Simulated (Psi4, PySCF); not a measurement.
Here is a job for PySCF.
```python
from pyscf import gto, scf, dft

mol = gto.M(
    atom='''
Si    0.824461    1.131117    1.473830
Si    1.910822   -0.586959    0.192175
Si    0.235126   -1.736581   -1.012389
Si   -1.762130   -0.488659   -0.831353
Si   -1.202087    1.631203    0.148104
H     0.340547    0.704300    2.788551
H     1.506274    2.396215    1.741714
H     2.675420   -1.348079    1.180941
H     2.889947    0.125261   -0.633459
H     0.048459   -3.079753   -0.460142
H     0.624236   -1.872940   -2.417307
H    -2.771281   -1.061033    0.063915
H    -2.453498   -0.144272   -2.074384
H    -0.799431    2.666500   -0.806256
H    -2.147348    2.312102    1.031272
''',
    basis='6-31g*',
    charge=1,
    spin=1,
    verbose=4,
)

mf = dft.UKS(mol)
mf.xc = 'blyp'
mf.grids.atom_grid = (99, 590)
mf.grids.prune = None
mf.kernel()
```

Q: Write the same job for Psi4.

A: One answer among several that fit: 
```
memory 2 GB

molecule {
1 2
  Si    0.82446069    1.13111730    1.47382956
  Si    1.91082162   -0.58695892    0.19217550
  Si    0.23512630   -1.73658094   -1.01238863
  Si   -1.76213005   -0.48865856   -0.83135257
  Si   -1.20208739    1.63120250    0.14810444
  H     0.34054726    0.70429964    2.78855113
  H     1.50627382    2.39621538    1.74171356
  H     2.67542003   -1.34807890    1.18094139
  H     2.88994674    0.12526055   -0.63345913
  H     0.04845878   -3.07975288   -0.46014223
  H     0.62423593   -1.87293977   -2.41730747
  H    -2.77128127   -1.06103311    0.06391467
  H    -2.45349808   -0.14427250   -2.07438411
  H    -0.79943115    2.66650042   -0.80625575
  H    -2.14734844    2.31210189    1.03127161
}

set basis 6-31g*
set reference uks
set scf_type pk
set puream true
set d_convergence 1e-8
set dft_radial_points 99
set dft_spherical_points 590

energy('blyp')
print_variables()
```

Both were run: PySCF gave -1453.002494 Eh and Psi4 -1453.002494 Eh, 0.001 mEh apart.
